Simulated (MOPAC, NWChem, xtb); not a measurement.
**SiH3I (SMILES [SiH3]I): the dipole moment, rung by rung**

SiH3I: 5 atoms, total charge 0, spin state singlet. SMILES: `[SiH3]I`. The shape is that of a PBE0-D4/def2-TZVP optimisation.

```xyz
5

Si   -0.1656    0.0693   -0.0773
I     1.9077   -0.9233    0.7378
H    -1.1444    0.0890    1.0339
H    -0.6713   -0.7557   -1.1984
H     0.1235    1.4470   -0.5373
```

Quantity: the dipole moment, in D. The values are calculated.

```tsv
level	kind	program	value (D)	CPU time
PM6	semi-empirical	MOPAC	2.02	under 2 s
GFN2-xTB	semi-empirical	xtb	4.89	under 2 s
GFN0-xTB	semi-empirical	xtb	2.25	under 2 s
HF/def2-TZVP (core potential)	Hartree–Fock	NWChem	1.42	66 s
SVWN5/def2-TZVP (core potential)	LDA	NWChem	1.12	40 s
PBE/def2-TZVP (core potential)	GGA	NWChem	1.03	49 s
r2SCAN/def2-TZVP (core potential)	meta-GGA	NWChem	1.11	38 s
M06-2X/def2-TZVP (core potential)	hybrid meta-GGA	NWChem	1.35	29 s
wB97X/def2-TZVP (core potential)	range-separated hybrid	NWChem	1.18	91 s
```

The values span 1.03 to 4.89 D. Times are those of the runs behind each value, whatever else they computed, on shared processors of several kinds: orders of magnitude only.
